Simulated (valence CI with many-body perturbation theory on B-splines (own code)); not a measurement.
# Rb4+: electric-dipole lines

Calculated by valence CI with perturbative core correlation (CI+MBPT): five valence electrons over a frozen Dirac-Fock core [Ar] 3d10, a basis of 9 s, 9 p, 8 d, 6 f, 3 g, 1 h functions for each j, with the one-electron correlation potential Σ1 (screened to all orders), the two-electron term Σ2, the three-electron term Σ3, Breit, model QED; selected single and double excitations, second order for the rest, scaled by the run's own slope (own B-spline code, finite nucleus).

Against 16 measured levels this calculation errs by 134 cm⁻¹ on average and by 237 at most. These come from a selection out of Sansonetti, J. Phys. Chem. Ref. Data 35, 301 (2006). Levels without a partner in it may be off by more. Among the levels kept, up to 1200 cm⁻¹ of a level comes from second order outside the variational space, and about a tenth of that is noise between levels of different J, which matters for small intervals. 2 measured levels below the end of the list, from 268680 cm⁻¹ on, found no clear computed partner, and computed levels of the same name lie up to 4386 cm⁻¹ from them.

Lines 51 to 100 of 161 in falling wavelength, among levels below 287870 cm⁻¹, chosen from the strongest by gf and those to the six lowest levels. Wavelengths and rates use the calculated energies, so an error of 100 cm⁻¹ moves a line at 499.4 Å by 0.05 % and its rate by three times that or more. Electric multipoles are in the length gauge, E1 and E2 with the static RPA response of the core. Weak lines are less certain than strong ones. Lines between different terms over intervals too small for the method are left out, as are lines whose strength nearly cancels.

Names give the largest LS component (configuration and term), which can be under half, so a name can repeat, a term be missing and a line seem to break the LS rules; names also repeat where a configuration has a term twice. Letters in brackets count levels of one name in rising energy.

```tsv
λ vac (Å)	λ from measured levels	Upper	Lower	A (s⁻¹)	S (a.u.)
518.0		4s2 4p2 4d 2F_5/2 [a]	4s2 4p3 2D°_3/2	3.51e+07	1.45e-02
513.2		4s2 4p2 4d 4D_1/2	4s2 4p3 2D°_3/2	2.51e+08	3.35e-02
512.1		4s2 4p2 4d 4D_5/2	4s2 4p3 2D°_5/2	1.36e+08	5.42e-02
511.9		4s2 4p2 4d 4D_3/2	4s2 4p3 2D°_3/2	7.19e+06	1.90e-03
505.8		4s2 4p2 4d 4D_5/2	4s2 4p3 2D°_3/2	3.47e+07	1.33e-02
499.6		4s2 4p2 4d 2P_3/2 [b]	4s2 4p3 2P°_3/2	9.30e+08	2.29e-01
499.4	499.2	4s 4p4 2S_1/2	4s2 4p3 4S°_3/2	2.25e+07	2.77e-03
499.1		4s2 4p2 4d 2F_7/2 [a]	4s2 4p3 2D°_5/2	3.62e+07	1.77e-02
497.7		4s2 4p2 4d 4P_5/2	4s2 4p3 2P°_3/2	6.96e+06	2.54e-03
492.7		4s2 4p2 4d 4P_3/2	4s2 4p3 2P°_3/2	1.88e+07	4.45e-03
491.0		4s2 4p2 4d 2P_3/2 [b]	4s2 4p3 2P°_1/2	5.59e+08	1.31e-01
490.6		4s2 4p2 4d 4P_1/2	4s2 4p3 2P°_3/2	6.17e+08	7.19e-02
490.0		4s2 4p2 4d 4F_3/2	4s2 4p3 4S°_3/2	2.14e+07	4.96e-03
485.5		4s2 4p2 4d 4F_5/2	4s2 4p3 4S°_3/2	5.45e+07	1.85e-02
484.3		4s2 4p2 4d 4P_3/2	4s2 4p3 2P°_1/2	4.92e+07	1.10e-02
483.4		4s2 4p2 4d 2P_1/2 [a]	4s2 4p3 2P°_3/2	4.04e+09	4.51e-01
482.3		4s2 4p2 4d 4P_1/2	4s2 4p3 2P°_1/2	2.91e+08	3.22e-02
481.9		4s2 4p2 4d 2D_3/2 [a]	4s2 4p3 2P°_3/2	2.15e+08	4.76e-02
475.4		4s2 4p2 4d 2P_1/2 [a]	4s2 4p3 2P°_1/2	2.08e+09	2.21e-01
473.9		4s2 4p2 4d 2D_3/2 [a]	4s2 4p3 2P°_1/2	8.63e+08	1.81e-01
472.1		4s2 4p2 4d 2F_5/2 [a]	4s2 4p3 4S°_3/2	1.32e+08	4.12e-02
471.0		4s2 4p2 4d 2G_7/2	4s2 4p3 2D°_5/2	3.38e+08	1.40e-01
469.0		4s2 4p2 4d 2D_5/2 [a]	4s2 4p3 2P°_3/2	2.85e+07	8.71e-03
468.1		4s2 4p2 4d 4D_1/2	4s2 4p3 4S°_3/2	6.83e+07	6.92e-03
467.0		4s2 4p2 4d 4D_3/2	4s2 4p3 4S°_3/2	2.95e+08	5.93e-02
462.0		4s2 4p2 4d 4D_5/2	4s2 4p3 4S°_3/2	3.66e+08	1.07e-01
459.9		4s2 4p2 4d 2P_3/2 [b]	4s2 4p3 2D°_5/2	1.98e+10	3.81e+00
458.3		4s2 4p2 4d 4P_5/2	4s2 4p3 2D°_5/2	5.49e+08	1.57e-01
454.9		4s2 4p2 4d 2P_3/2 [b]	4s2 4p3 2D°_3/2	9.57e+09	1.78e+00
454.8		4s2 4p2 4d 2D_3/2 [b]	4s2 4p3 2P°_3/2	3.06e+06	5.68e-04
454.0		4s2 4p2 4d 4P_3/2	4s2 4p3 2D°_5/2	1.16e+07	2.15e-03
453.9		4s2 4p2 4d 2D_5/2 [b]	4s2 4p3 2P°_3/2	1.79e+09	4.96e-01
453.2		4s2 4p2 4d 4P_5/2	4s2 4p3 2D°_3/2	2.03e+08	5.60e-02
450.9		4s2 4p2 4d 2P_1/2 [b]	4s2 4p3 2P°_3/2	1.46e+09	1.32e-01
449.1		4s2 4p2 4d 4P_3/2	4s2 4p3 2D°_3/2	3.07e+08	5.49e-02
447.7		4s2 4p2 4d 2D_3/2 [b]	4s2 4p3 2P°_1/2	1.77e+09	3.14e-01
447.4		4s2 4p2 4d 4P_1/2	4s2 4p3 2D°_3/2	2.01e+09	1.78e-01
446.7		4s2 4p2 5s 4P_1/2	4s2 4p3 2P°_3/2	1.28e+09	1.12e-01
446.1		4s2 4p2 4d 2F_5/2 [b]	4s2 4p3 2P°_3/2	2.03e+08	5.33e-02
444.9		4s2 4p2 4d 2D_3/2 [a]	4s2 4p3 2D°_5/2	3.17e+09	5.52e-01
443.9		4s2 4p2 4d 2P_1/2 [b]	4s2 4p3 2P°_1/2	1.41e+10	1.22e+00
441.7		4s2 4p2 4d 2P_3/2 [c]	4s2 4p3 2P°_3/2	1.35e+10	2.29e+00
441.4		4s2 4p2 4d 2P_1/2 [a]	4s2 4p3 2D°_3/2	2.17e+10	1.85e+00
440.1		4s2 4p2 4d 2D_3/2 [a]	4s2 4p3 2D°_3/2	1.59e+09	2.67e-01
439.9		4s2 4p2 5s 4P_1/2	4s2 4p3 2P°_1/2	6.82e+09	5.73e-01
438.6	438.4	4s2 4p2 5s 4P_3/2	4s2 4p3 2P°_3/2	4.59e+09	7.64e-01
435.0		4s2 4p2 4d 2P_3/2 [c]	4s2 4p3 2P°_1/2	4.19e+09	6.81e-01
433.9		4s2 4p2 4d 2D_5/2 [a]	4s2 4p3 2D°_5/2	1.51e+10	3.65e+00
433.3		4s2 4p2 4d 2S_1/2	4s2 4p3 2P°_3/2	2.87e+10	2.31e+00
432.0	431.7	4s2 4p2 5s 4P_3/2	4s2 4p3 2P°_1/2	1.36e+09	2.17e-01
```
